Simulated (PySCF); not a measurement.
Compound: C₂H₆O₂Si.
SMILES with atom numbers: `[CH3:1][O:2][C:3](=[O:4])[SiH3:5]` (hydrogens: H6, H7, H8 on C1; H9, H10, H11 on Si5)

The same species was optimised twice, with GFN2-xTB and with PBE0-D3(BJ)/def2-SVP (PySCF), and the same property calculations (PySCF, gas phase) were run on both structures.

```csv
coordinate,GFN2-xTB,PBE0-D3(BJ)/def2-SVP,change
Si5–H11 (Å),1.459,1.490,+0.031
Si5–H10 (Å),1.462,1.492,+0.030
Si5–H9 (Å),1.461,1.489,+0.028
C3–Si5 (Å),1.916,1.928,+0.012
C1–H6 (Å),1.087,1.096,+0.009
C1–H7 (Å),1.092,1.100,+0.008
C1–H8 (Å),1.092,1.100,+0.008
C3=O4 (Å),1.206,1.203,-0.003
C1–O2 (Å),1.424,1.422,-0.002
O2–C3 (Å),1.338,1.340,+0.002
C3–Si5–H11 (°),107.0,111.3,+4.3
O4–C3–Si5 (°),126.0,124.0,-2.0
H10–Si5–H11 (°),111.8,109.8,-2.0
H9–Si5–H11 (°),112.6,110.8,-1.8
O2–C3–Si5 (°),110.8,112.6,+1.8
C1–O2–C3 (°),117.0,116.0,-1.0
O2–C1–H7 (°),110.1,110.8,+0.7
O2–C1–H8 (°),110.1,110.8,+0.7
C1–O2–C3–O4 (°),0,0,0
```

Rotational constants: A = 8722, B = 2452, C = 1981 MHz (GFN2-xTB) against A = 8872, B = 2410, C = 1963 MHz (PBE0-D3(BJ)/def2-SVP).

On the GFN2-xTB structure: lowest singlet, TDDFT (eV) 5.08 [PBE0/def2-SVPD]; lowest triplet, Tamm–Dancoff (eV) 4.39 [PBE0/def2-SVPD]; isotropic polarisability (au) 60.4 [PBE0/def2-SVPD]; HOMO (eV) -7.84 [PBE0/def2-SVPD]; LUMO (eV) -0.69 [PBE0/def2-SVPD]; dipole (D) 1.87 [PBE0/def2-SVPD]; HOMO (eV) -7.73 [PBE0/pcSseg-1]; LUMO (eV) -0.49 [PBE0/pcSseg-1]; dipole (D) 1.81 [PBE0/pcSseg-1]; GIAO shielding of C1 (ppm) 134.0 [PBE0/pcSseg-1]; GIAO shielding of O2 (ppm) 104.7 [PBE0/pcSseg-1]; GIAO shielding of C3 (ppm) -0.1 [PBE0/pcSseg-1]; GIAO shielding of O4 (ppm) -189.4 [PBE0/pcSseg-1]; GIAO shielding of Si5 (ppm) 435.9 [PBE0/pcSseg-1]; C1s of C1 (eV) 292.54 [delta-SCF UKS SCAN, pcX-2 on the ionised atom, pcseg-1 elsewhere, spin-free X2C]; O1s of O2 (eV) 539.47 [delta-SCF UKS SCAN, pcX-2 on the ionised atom, pcseg-1 elsewhere, spin-free X2C]; C1s of C3 (eV) 294.02 [delta-SCF UKS SCAN, pcX-2 on the ionised atom, pcseg-1 elsewhere, spin-free X2C]; O1s of O4 (eV) 537.71 [delta-SCF UKS SCAN, pcX-2 on the ionised atom, pcseg-1 elsewhere, spin-free X2C]; Si1s of Si5 (eV) 1846.79 [delta-SCF UKS SCAN, pcX-2 on the ionised atom, pcseg-1 elsewhere, spin-free X2C]; Si2p of Si5 (eV) 107.33 [delta-SCF UKS SCAN, pcX-2 on the ionised atom, pcseg-1 elsewhere, spin-free X2C].

What do these properties become on the PBE0-D3(BJ)/def2-SVP structure?

```tsv
property	level	on GFN2-xTB	on PBE0-D3(BJ)/def2-SVP	change
lowest singlet, TDDFT (eV)	PBE0/def2-SVPD	5.08	5.11	+0.03
lowest triplet, Tamm–Dancoff (eV)	PBE0/def2-SVPD	4.39	4.41	+0.02
isotropic polarisability (au)	PBE0/def2-SVPD	60.4	61.6	+1.2
HOMO (eV)	PBE0/def2-SVPD	-7.84	-7.92	-0.08
LUMO (eV)	PBE0/def2-SVPD	-0.69	-0.75	-0.06
dipole (D)	PBE0/def2-SVPD	1.87	1.79	-0.08
energy, GFN2-xTB geometry as zero (kcal/mol)	PBE0/def2-SVPD	0.0	-0.9	-0.9
HOMO (eV)	PBE0/pcSseg-1	-7.73	-7.81	-0.08
LUMO (eV)	PBE0/pcSseg-1	-0.49	-0.56	-0.07
dipole (D)	PBE0/pcSseg-1	1.81	1.75	-0.06
energy, GFN2-xTB geometry as zero (kcal/mol)	PBE0/pcSseg-1	0.0	-0.7	-0.7
GIAO shielding of C1 (ppm)	PBE0/pcSseg-1	134.0	133.1	-0.9
GIAO shielding of O2 (ppm)	PBE0/pcSseg-1	104.7	108.4	+3.7
GIAO shielding of C3 (ppm)	PBE0/pcSseg-1	-0.1	0.7	+0.8
GIAO shielding of O4 (ppm)	PBE0/pcSseg-1	-189.4	-192.9	-3.5
GIAO shielding of Si5 (ppm)	PBE0/pcSseg-1	435.9	434.4	-1.4
C1s of C1 (eV)	delta-SCF UKS SCAN, pcX-2 on the ionised atom, pcseg-1 elsewhere, spin-free X2C	292.54	292.60	+0.06
O1s of O2 (eV)	delta-SCF UKS SCAN, pcX-2 on the ionised atom, pcseg-1 elsewhere, spin-free X2C	539.47	539.53	+0.06
C1s of C3 (eV)	delta-SCF UKS SCAN, pcX-2 on the ionised atom, pcseg-1 elsewhere, spin-free X2C	294.02	294.09	+0.07
O1s of O4 (eV)	delta-SCF UKS SCAN, pcX-2 on the ionised atom, pcseg-1 elsewhere, spin-free X2C	537.71	537.79	+0.08
Si1s of Si5 (eV)	delta-SCF UKS SCAN, pcX-2 on the ionised atom, pcseg-1 elsewhere, spin-free X2C	1846.79	1846.93	+0.14
Si2p of Si5 (eV)	delta-SCF UKS SCAN, pcX-2 on the ionised atom, pcseg-1 elsewhere, spin-free X2C	107.33	107.40	+0.07
```

The heavy atoms differ by 0.023 Å rms after alignment. Among all bonds Si5–H10 and Si5–H11 change most and about equally (+0.030 to +0.031 Å). Changes are differences of the printed values. Neither structure is proved a minimum here.

Shape of the structure used: `[CH3:1][O:2][C:3](=[O:4])[SiH3:5]`: C1–O2–C3–O4 0°.
